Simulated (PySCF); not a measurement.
Predicted microwave data (CAM-B3LYP/def2-SVPD in PySCF (dipole) on a GFN2-xTB geometry, gas phase) for one isomer of C4H7FO2Si:

| Property | Result |
| --- | --- |
| Rotational constants | A = 3195, B = 955.8, C = 789.2 MHz |
| Dipole components | \|μa\| = 0.81 D, \|μb\| = 0.53 D, \|μc\| = 0.22 D |
| Inertial defect | -46.53 u·Å² |
| κ | -0.86 |

Problem. Which candidate fits, each taken in the one conformer that was computed?
A. `[O:1]=[C:2]([OH:3])[SiH2:4]/[CH:5]=[CH:6]\[CH2:7][F:8]` with O1–C2–O3–H 0°, O1–C2–Si4–C5 0°, C2–Si4–C5–C6 180°, C5–C6–C7–F8 0°
B. `[O:1]=[C:2]([OH:3])[SiH2:4]/[CH:5]=[CH:6]/[CH2:7][F:8]` with O1–C2–O3–H 0°, O1–C2–Si4–C5 -109°, C2–Si4–C5–C6 120°, C5–C6–C7–F8 1°
C. `[CH3:1][O:2][C@@:3]1([F:4])[SiH2:5][C@H:6]1[CH:7]=[O:8]` with C1–O2–C3–F4 65°, Si5–C6–C7–O8 30°
D. `[CH3:1][O:2][C:3]1=[CH:4][O:5][Si@H:6]([F:7])[CH2:8]1` with C1–O2–C3–C4 1°
E. `[CH3:1][C:2]1=[C:3]([O:4][SiH2:5][OH:6])[C@H:7]1[F:8]` with C2–C3–O4–Si5 165°, C3–O4–Si5–O6 -16°, O4–Si5–O6–H -23°
F. `[O:1]=[C:2]([O:3][CH:4]1[CH2:5][CH2:6]1)[SiH2:7][F:8]` with O1–C2–O3–C4 0°, C2–O3–C4–C5 146°, O1–C2–Si7–F8 172°

Solution. F. It is O=C(OC1CC1)[SiH2]F, an asymmetric top. The candidates at the same level (rigid rotor, commonest isotopes):

```json
{"SMILES": "CC1=C(O[SiH2]O)[C@H]1F", "A (MHz)": "3123", "B (MHz)": "1080", "C (MHz)": "840.4", "μa (D)": "1.12", "μb (D)": "1.58", "μc (D)": "0.37", "Δ (u·Å²)": "-28.50", "point group": "C1", "rotor": "asymmetric top"}
{"SMILES": "O=C(OC1CC1)[SiH2]F", "A (MHz)": "3195", "B (MHz)": "955.8", "C (MHz)": "789.2", "μa (D)": "0.81", "μb (D)": "0.53", "μc (D)": "0.22", "Δ (u·Å²)": "-46.53", "point group": "near Cs", "rotor": "asymmetric top"}
{"SMILES": "O=C(O)[SiH2]/C=C/CF", "A (MHz)": "3256", "B (MHz)": "682.6", "C (MHz)": "639.2", "μa (D)": "1.43", "μb (D)": "1.01", "μc (D)": "0.49", "Δ (u·Å²)": "-104.95", "point group": "C1", "rotor": "near-prolate asymmetric top"}
{"SMILES": "COC1=CO[Si@H](F)C1", "A (MHz)": "4723", "B (MHz)": "981.6", "C (MHz)": "886.0", "μa (D)": "2.14", "μb (D)": "0.25", "μc (D)": "1.04", "Δ (u·Å²)": "-51.48", "point group": "C1", "rotor": "near-prolate asymmetric top"}
{"SMILES": "CO[C@@]1(F)[SiH2][C@H]1C=O", "A (MHz)": "2015", "B (MHz)": "1849", "C (MHz)": "1223", "μa (D)": "0.38", "μb (D)": "1.18", "μc (D)": "1.63", "Δ (u·Å²)": "-110.74", "point group": "C1", "rotor": "asymmetric top"}
{"SMILES": "O=C(O)[SiH2]/C=C\\CF", "A (MHz)": "4208", "B (MHz)": "810.7", "C (MHz)": "688.2", "μa (D)": "2.10", "μb (D)": "0.21", "μc (D)": "0.00", "Δ (u·Å²)": "-9.16", "point group": "Cs", "rotor": "near-prolate asymmetric top"}
```

`CO[C@@]1(F)[SiH2][C@H]1C=O` has B 93 % too high; `COC1=CO[Si@H](F)C1` has A 48 % too high; `O=C(O)[SiH2]/C=C\CF` has A 32 % too high; `CC1=C(O[SiH2]O)[C@H]1F` has B 13 % too high; `O=C(O)[SiH2]/C=C/CF` has B 29 % too low. No structure here is proved a minimum.
